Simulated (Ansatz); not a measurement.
HgCl, SMILES [Cl][Hg] (connectivity only; charge and spin as stated), neutral, multiplicity 2.

Geometry: B3LYP-D3(BJ)/def2-TZVPD. The multiplicity is an assumed one; other spin states were not compared. The def2 effective core potentials stand for the cores of Hg; spin–orbit coupling is left out.

Two levels are set side by side: PBE/def2-TZVPD (Ansatz, a program for electronic structure) and ωB97X-V/def2-TZVPD (Ansatz). Energy differences of separate SCF runs at the same geometry; the states with an electron removed or added have multiplicity 1 and 1. Differences are taken from unrounded values.

```tsv
quantity	PBE
vertical ionisation energy (eV)	9.59
vertical electron affinity (eV)	2.63
```

### Question
These are the PBE values. What does ωB97X-V give? (The exact figures need the calculation; the answer reports its results.)

### Answer

| quantity | ωB97X-V | PBE minus ωB97X-V |
|---|---|---|
| vertical ionisation energy (eV) | 9.56 | 0.03 |
| vertical electron affinity (eV) | 2.63 | 0.01 |

Here PBE gives about what the other level gives.
